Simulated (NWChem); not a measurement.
# AlH₂ cation; SMILES [AlH2+]

```xyz
3

Al     0.0000     0.0000     0.0000
H      0.0000     0.0000    -1.5536
H      0.0000     0.0000     1.5536
```
Atoms are numbered in this order, from 1.

All runs: NWChem. Pople sets run with spherical d functions. Coordinates come from a PBE0-D3(BJ)/def2-TZVP optimisation. B3LYP is NWChem's, with the RPA form of VWN correlation. Vertical excitations in the gas phase; the lowest state need not have the same character in each row.

```tsv
level	lowest excitation, singlet (eV)	oscillator strength of that lowest state	lowest state with f > 0.02, singlet (eV)	orbital gap (eV)
PBE/6-31+G*, TDA	6.07	0.000	9.29	5.94
B3LYP/6-31+G*, TDA	[?]	0.000	9.72	[?]
LRC-wPBEh/6-31+G*, TDA	6.39	0.000	9.78	11.63
LDA (Slater exchange, VWN5)/6-31+G*, TDA	5.91	0.000	9.31	5.71
```

Problem. What belongs in the gaps?

Solution. 
- B3LYP/6-31+G*, TDA, lowest excitation, singlet (eV): 6.29
- B3LYP/6-31+G*, TDA, orbital gap (eV): 7.59
